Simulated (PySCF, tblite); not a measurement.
Isomers of C6H5F2N, one GFN2-xTB conformer each. Single-point energies are computed at PBE0/pcSseg-1 (PySCF, gas phase, no added dispersion term), electronic only.

Question: Rank them by PBE0/pcSseg-1 energy, lowest first (kJ/mol).
A. `[F:1][CH:2]([F:3])[c:4]1[cH:5][cH:6][cH:7][cH:8][n:9]1` with F1–C2–C4–C5 59°
B. `[CH:1]#[C:2][C:3]([F:4])([F:5])[CH2:6][CH2:7][C:8]#[N:9]` with C2–C3–C6–C7 180°, C3–C6–C7–C8 180°

Answer: A (0.0), B (241.6).

As drawn, the lower has an aromatic ring, which the higher lacks; the higher has a C≡N group and a C≡C bond, which the lower lacks. GFN2-xTB itself gives, in the same order: 0.0, 255.9. Both levels put the same isomer lowest.

Question: Which frontier levels, dipoles and rotational constants go with these structures?

Answer: 
| SMILES | HOMO (eV, PBE0/pcSseg-1) | LUMO (eV) | dipole (D) | A, B, C (MHz) |
| --- | --- | --- | --- | --- |
| FC(F)c1ccccn1 | -7.95 | -1.22 | 3.10 | 3749, 1109, 1007 |
| C#CC(F)(F)CCC#N | -9.12 | -0.33 | 3.52 | 3469, 828.7, 765.7 |

Question: What happens when harmonic zero-point energies from GFN2-xTB frequencies are added?

Answer: 
```json
{"SMILES": "FC(F)c1ccccn1", "ZPE (kJ/mol)": "255.4", "electronic (kJ/mol)": "0.0", "with ZPE (kJ/mol)": "0.0"}
{"SMILES": "C#CC(F)(F)CCC#N", "ZPE (kJ/mol)": "244.9", "electronic (kJ/mol)": "241.6", "with ZPE (kJ/mol)": "231.1"}
```

The zero-point energies span 10.5 kJ/mol. The order is unchanged.
